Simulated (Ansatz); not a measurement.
Molecule: sum formula Si2H3Cl3 (charge 0, singlet). 
Geometry from a B3LYP-D3(BJ)/def2-TZVP (Ansatz, a program for electronic structure) optimisation:
```
Si
Cl 1 2.0558
Cl 1 2.0558 2 108.24
Cl 1 2.0558 2 108.24 3 117.10
Si 1 2.3325 2 110.68 3 -121.45
H 5 1.4794 1 108.48 2 -179.58
H 5 1.4794 6 110.44 1 -118.77
H 5 1.4794 6 110.44 7 -122.46
```

Computed values are from Ansatz. Cores are frozen in the correlated levels unless marked. UHF or UKS for open shells. Spin-orbit coupling is left out. Non-relativistic. Basis-set limits of correlation are two-point, X^-3; Hartree-Fock from the larger set. [CCSD(T)-MP2]/basis is that difference in the basis named.

Task: What is the dipole moment at CCSD(T)/aug-cc-pV(D+d)Z?

Result: 1.62 D.

Task: What is the T1 diagnostic at CCSD/aug-cc-pV(Q+d)Z?

Result: 0.010.

Task: What is the vertical ionisation energy (to the doublet) at RI-MP2/CBS(aug-cc-pV(T+d)Z,aug-cc-pV(Q+d)Z)+[CCSD(T)-MP2]/aug-cc-pV(T+d)Z?

Result: 10.82 eV.

Task: What is the total energy at CCSD(T)/CBS(aug-cc-pV(T+d)Z,aug-cc-pV(Q+d)Z)?

Result: -1959.4350 Eh.

Task: What is the vertical triplet-singlet gap at RI-MP2/CBS(aug-cc-pV(T+d)Z,aug-cc-pV(Q+d)Z)+[CCSD(T)-MP2]/aug-cc-pV(T+d)Z?

Result: 6.30 eV.
